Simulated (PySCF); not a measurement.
PySCF 2.14 output of a UHF calculation on a single atom or ion in aug-cc-pwCVTZ-DK (10s9p7d4f3g, 127 functions), with scalar relativity by spin-free X2C-1e:

```
SCF conv_tol = 1e-09
number electrons alpha = 15  beta = 14
cycle= 1 E= -1519.03460113738  delta_E= -0.00487  |g|= 0.0265  |ddm|= 0.0312
cycle= 2 E= -1519.03469214265  delta_E= -9.1e-05  |g|= 0.00471  |ddm|= 0.00623
cycle= 3 E= -1519.03469699502  delta_E= -4.85e-06  |g|= 0.0033  |ddm|= 0.00417
cycle= 4 E= -1519.03469881699  delta_E= -1.82e-06  |g|= 0.000759  |ddm|= 0.00147
cycle= 5 E= -1519.03469960848  delta_E= -7.91e-07  |g|= 0.000341  |ddm|= 0.0022
cycle= 6 E= -1519.03469993018  delta_E= -3.22e-07  |g|= 0.000115  |ddm|= 0.0028
cycle= 7 E= -1519.03470000845  delta_E= -7.83e-08  |g|= 6.61e-05  |ddm|= 0.00204
cycle= 8 E= -1519.0347000665  delta_E= -5.81e-08  |g|= 4.57e-05  |ddm|= 0.00228
cycle= 9 E= -1519.03470011031  delta_E= -4.38e-08  |g|= 3.74e-05  |ddm|= 0.0023
cycle= 10 E= -1519.03470016414  delta_E= -5.38e-08  |g|= 2.48e-05  |ddm|= 0.00415
cycle= 11 E= -1519.03470018736  delta_E= -2.32e-08  |g|= 7.1e-06  |ddm|= 0.00435
cycle= 12 E= -1519.03470018779  delta_E= -4.31e-10  |g|= 1.62e-06  |ddm|= 0.000618
converged SCF energy = -1519.03470018779  <S^2> = 0.78198957  2S+1 = 2.0317378
```

The run itself started from symmetry-adapted Hartree-Fock orbitals and held the occupation by maximum overlap, so the iterations belong to that start.

Q: Which element, charge and spin multiplicity is this?

A: Ni⁻ (nickel, charge -1), multiplicity 2; the state was [Ar] 3d9 4s2, 2D determinant.
